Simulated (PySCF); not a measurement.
SbC⁻ from Hartree–Fock to correlated methods

State: ¹Σ⁺ (singlet), closed shell. Set-up: PySCF, scalar-relativistic core potentials, basis sets Sb aug-cc-pVDZ-PP with ECP28, C aug-cc-pVDZ. De refers to Sb + C⁻ in their high-spin ground configurations, without counterpoise correction. A positive dipole points towards C; it is taken about the centre of mass and depends on that origin.

| Level | Re (Å) | ωe (cm⁻¹) | De (eV) | μ (D) |
| --- | --- | --- | --- | --- |
| RHF | 1.913 | 902 | n/a | -4.50 |
| RHF-MP2 | 1.959 | 792 | 4.59 | n/a |
| RHF-SCS-MP2 | 1.958 | 797 | n/a | n/a |
| RHF-CCSD | 1.947 | 816 | 3.78 | n/a |
| RHF-CCSD(T) | 1.971 | 760 | 4.28 | n/a |
| PBE | 1.955 | 783 | 4.86 | -4.49 |
| revPBE | 1.962 | 775 | 4.56 | -4.46 |
| r²SCAN | 1.940 | 816 | 4.31 | -4.51 |
| r²SCANh | 1.933 | 833 | 4.15 | -4.56 |
| PBE0 | 1.929 | 839 | 4.31 | -4.63 |
| B97-3 | 1.934 | 833 | 4.49 | -4.66 |
| HSE06 | 1.933 | 833 | 4.40 | -4.62 |

The bond length runs from 1.913 Å (RHF) to 1.971 Å (RHF-CCSD(T)). De spans 3.78 eV (RHF-CCSD, coupled cluster) to 4.86 eV (PBE, GGA).

Correlated steps freeze 5 core orbitals. Correlated levels converge slowly with the basis: in double zeta they bind strong bonds too weakly, by up to about 1 eV, and carry superposition errors of some tenths. These are scalar-relativistic numbers at best; spin–orbit coupling would shift them, the dissociation energy most. For an ion De counts to the pair picked by the measured ionisation energies or electron affinities, which need not be the lowest pair at this level. Where the molecule has an RHF reference, its open-shell atoms are computed with UHF. The highest Kohn–Sham level is positive in this anion. Much of that is self-interaction error, but it also means that the finite basis helps to hold the extra electron. The CCSD T1 diagnostic is raised, a sign that a single reference may not be enough here.

The whole job (state search and all levels along the bond) took about 3 min on 1 thread of Intel Xeon Platinum 8488C (shared host), peak memory 0.75 GiB.
